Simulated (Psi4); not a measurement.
Noncovalent pair: H2S (SMILES S) (first 3 atoms) with AsH3 (SMILES [AsH3]); geometry from B3LYP-D3(BJ)/def2-TZVP, rigid monomers moved along the line of their centres of mass till S1···As4 is 6.78 Å.
(charge 0, multiplicity 1):
```xyz
7

S     -0.2802     0.3788     0.3564
H     -0.4254    -0.9557     0.3469
H      1.0057     0.2911     0.7316
As     0.1066    -1.4067     6.8890
H     -1.3628    -1.6485     6.5706
H     -0.1006     0.0980     6.9942
H     -0.1202    -1.6073     8.3865
```

Calculation: SAPT0/aug-cc-pVDZ (Psi4 1.11).

Question: Which attractive term is largest, and how does the interaction split up?

Answer: electrostatics -0.06, exchange 0.00, induction 0.00, dispersion -0.05, total -0.11 kcal/mol; the largest attraction is electrostatics.
